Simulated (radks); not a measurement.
Results of a calculation; reference values are marked as such.
Pd42+, configuration [He] 2s2 (the NIST ground configuration).

Code: a radial shooting solver on a logarithmic mesh with Libxc functionals. Model: scalar-relativistic Kohn-Sham, r2SCAN, spin-polarised, spherical densities, finite nucleus; meta-GGA in the generalised Kohn-Sham scheme; Fermi nuclear charge, rms radius 4.5318 fm.

Energy parts (hartree):
total: -2653.13850
kinetic: 2806.50649
electron-nucleus: -5533.36219
Hartree: 112.42863
exchange-correlation: -38.71144

Orbitals (lengths in bohr, moments of r in powers of bohr):
orbital  occ.  eigenvalue (hartree)     <r^2>      <r>
1s          2             -1030.957  0.001354  0.03168
2s          2             -246.0964   0.01975   0.1299
2p          0             -236.6711   0.01501   0.1116
3s          0             -103.8690    0.1007   0.2971

The highest occupied level is 2s at -6696.6 eV. Summed over all electrons, <r^2> = 0.04220 bohr^2, which gives a Langevin (diamagnetic) susceptibility term of -0.0334 x 10^-6 cm^3/mol.
